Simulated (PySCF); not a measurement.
# SrS: energy against distance

Set-up: Sr def2-SVP with ECP28, S def2-SVP; scalar-relativistic core potentials (PySCF 2.14). Energies in eV from Sr + S in their ground configurations at the same level. State: ¹Σ⁺ (singlet), closed shell.

All columns are r²SCAN. A positive dipole means Sr(−)S(+).

```
R (Å)  E (eV)   μ (D)  Mulliken charge on Sr (basis-dependent)  HOMO (eV)  LUMO (eV)  Mayer bond order  ⟨S²⟩
2.111  -2.670   -7.82                                     0.28      -4.14      -1.75              2.49  0.00
2.209  -3.375   -8.60                                     0.33      -4.23      -1.91              2.45  0.00
2.308  -3.773   -9.27                                     0.37      -4.26      -2.08              2.41  0.00
2.381  -3.918   -9.69                                     0.40      -4.11      -2.21              2.38  0.00
2.455  -3.963  -10.07                                     0.42      -3.99      -2.33              2.36  0.00
2.529  -3.931  -10.39                                     0.43      -3.89      -2.45              2.33  0.00
2.627  -3.797  -10.74                                     0.45      -3.77      -2.61              2.30  0.00
2.750  -3.533  -11.08                                     0.46      -3.66      -2.79              2.27  0.00
2.897  -3.133  -11.35                                     0.47      -3.56      -2.98              2.22  0.00
3.093  -2.547  -11.56                                     0.48      -3.48      -3.21              2.15  0.00
```

A fit through these points gives, at Re = 2.458 Å, μ = -10.08 D and dμ/dR = -4.68 D/Å; the reduced mass is 23.44 u.

**Question.** How strong is the fundamental in the double-harmonic approximation, I = 42.26·(dμ/dR)²/μred km/mol?

**Answer.** I = 42.26·(-4.68)²/23.44 = 39.5 km/mol at r²SCAN.
